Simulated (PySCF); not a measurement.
A PySCF script (with the pyscf-properties extension) for the NMR shieldings of `CB1CCC[S@@](=O)C1`, C₅H₁₁BOS, on a GFN2-xTB geometry:

```python
import basis_set_exchange as bse
import numpy as np
from pyscf import gto, dft
from pyscf.prop import nmr

atoms = """
C    -2.267211   -0.099867   -0.242987
B    -0.898262   -0.229465    0.503359
C     0.134809   -1.388801    0.190957
C     1.180918   -0.804878   -0.778881
C     1.914018    0.372278   -0.169830
S     0.795432    1.835129    0.059437
O     0.056195    1.987687   -1.195098
C    -0.343128    1.003306    1.289316
H    -2.649353   -1.018911   -0.679059
H    -2.075281    0.597130   -1.064962
H    -3.057354    0.355826    0.349689
H    -0.319629   -2.259797   -0.282865
H     0.659731   -1.745769    1.081047
H     1.901822   -1.575670   -1.066036
H     0.679601   -0.459421   -1.686562
H     2.709850    0.719101   -0.829339
H     2.332215    0.144623    0.808711
H     0.303109    0.809051    2.141489
H    -1.067286    1.767699    1.564153
"""
names = dict.fromkeys(["C", "B", "S", "O", "H"], "pcSseg-1")
basis = {el: gto.basis.parse(bse.get_basis(n, elements=[el], fmt="nwchem")) for el, n in names.items()}
mol = gto.M(atom=atoms, basis=basis, charge=0, verbose=0)
mf = dft.RKS(mol, xc="PBE0")
mf.grids.level = 2
mf.grids.alignment = dft.numint.BLKSIZE   # the property module wants whole blocks of grid points
mf.conv_tol = 1e-9
mf.kernel()

calc = nmr.RKS(mf)   # GIAO
C = mf.mo_coeff
Co = C[:, mf.mo_occ > 0]
resp = mf.gen_response(singlet=True, hermi=2)
def vind(x):   # induced exchange potential for any number of trial vectors
    d = np.einsum("pi,xij,qj->xpq", C, 2 * x.reshape(-1, C.shape[1], Co.shape[1]), Co, optimize=True)
    return np.einsum("xpq,pi,qj->xij", resp(d - d.transpose(0, 2, 1)), C, Co, optimize=True).ravel()
mo1, _ = nmr.rhf.solve_mo1(calc, with_cphf=vind)
sigma = calc.kernel(mo1)
for i, s in enumerate(sigma):   # ppm
    print("%2d %-2s %9.2f" % (i, mol.atom_pure_symbol(i), np.trace(s) / 3))
```

**Question.** What does it print?

**Answer.** 
```
 0 C     163.09
 1 B      13.42
 2 C     154.52
 3 C     158.78
 4 C     129.14
 5 S     130.53
 6 O     262.16
 7 C     131.17
 8 H      30.35
 9 H      30.51
10 H      30.38
11 H      29.99
12 H      30.30
13 H      29.33
14 H      28.81
15 H      29.09
16 H      29.62
17 H      29.59
18 H      28.79
```

These numbers come from an equivalent density-fitted implementation of the same equations, which agrees with the script to about 0.01 ppm for H and up to a few tenths of a ppm for heavy atoms, so last digits may differ.

Size and cost of the density-fitted run: 198 basis functions, 66 s wall time on 1 thread of an Arm Neoverse N1, shared host; peak memory 0.99 GiB.
